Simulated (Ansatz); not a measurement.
Z-matrix (Å, degrees):
```
Nb
F 1 1.9265
N 1 1.9690 2 103.18
H 3 1.0194 1 124.60 2 83.63
H 3 1.0194 4 109.63 1 169.82
N 1 1.9979 2 82.05 3 113.63
H 6 1.0166 1 125.92 2 166.24
H 6 1.0193 7 111.06 1 162.17
N 1 1.9980 2 82.04 8 130.19
H 9 1.0166 1 125.91 2 -167.09
H 9 1.0193 10 111.08 1 -162.69
N 1 2.0021 2 160.16 8 64.59
H 12 1.0191 1 122.99 2 -179.32
H 12 1.0195 13 108.61 1 -179.67
```
Charge 0, spin multiplicity 1.

Calculation: Ansatz (a program for electronic structure) with frozen-core CCSD(T)/def2-TZVPP // r2SCAN-D4/def2-SVP.

The HF energy is -378.57041 Ha and the MP2 correlation energy is -1.60562 Ha.

Q: Estimate the CCSD correlation energy, the (T) correction, the total energy and the T1 diagnostic.

A: 
| Quantity | Result |
|---|---|
| CCSD correlation energy | -1.60814 Ha |
| (T) correction | -0.07573 Ha |
| CCSD(T) total energy | -380.25427 Ha |
| T1 diagnostic | 0.022 |
